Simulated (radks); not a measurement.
Values are calculated unless marked as measured or tabulated.
Isoelectronic series with 19 electrons, all held in the configuration [Ar] 3d1, which need not be the ground one along the series. Level of theory: non-relativistic Kohn-Sham, PBE, spin-polarised, spherical densities, point nucleus; open shells are filled with parallel spins first (spin-orbit coupling, left out, can overturn this in heavy ions) (a radial shooting solver on a logarithmic mesh with Libxc functionals). Total energies (hartree) and screening constants sigma, defined by e = -(Z - sigma)^2 / (2 n^2) hartree (* marks an orbital that is empty in some or all of the ions):

Cu10+: E (hartree) -1601.63110; 4s up* 15.596; 3d down* 16.223; 3d up 16.166; 3p down 14.569; 3p up 14.523; 3s down 13.650
Se15+: E (hartree) -2290.73736; 4s up* 15.348; 3d down* 15.944; 3d up 15.889; 3p down 14.369; 3p up 14.326; 3s down 13.473
Ru25+: E (hartree) -4044.24054; 4s up* 15.086; 3d down* 15.655; 3d up 15.603; 3p down 14.155; 3p up 14.115; 3s down 13.275
In30+: E (hartree) -5108.56556; 4s up* 15.008; 3d down* 15.570; 3d up 15.518; 3p down 14.091; 3p up 14.052; 3s down 13.214
Xe35+: E (hartree) -6297.91816; 4s up* 14.948; 3d down* 15.506; 3d up 15.454; 3p down 14.041; 3p up 14.003; 3s down 13.167
Pr40+: E (hartree) -7612.2902; 4s up* 14.900; 3d down* 15.455; 3d up 15.403; 3p down 14.002; 3p up 13.965; 3s down 13.130
Gd45+: E (hartree) -9051.6766; 4s up* 14.862; 3d down* 15.413; 3d up 15.362; 3p down 13.970; 3p up 13.934; 3s down 13.099
Tm50+: E (hartree) -10616.0738; 4s up* 14.830; 3d down* 15.379; 3d up 15.328; 3p down 13.944; 3p up 13.908; 3s down 13.074
W55+: E (hartree) -12305.4793; 4s up* 14.803; 3d down* 15.351; 3d up 15.300; 3p down 13.922; 3p up 13.886; 3s down 13.053
Au60+: E (hartree) -14119.8914; 4s up* 14.780; 3d down* 15.326; 3d up 15.276; 3p down 13.903; 3p up 13.868; 3s down 13.034
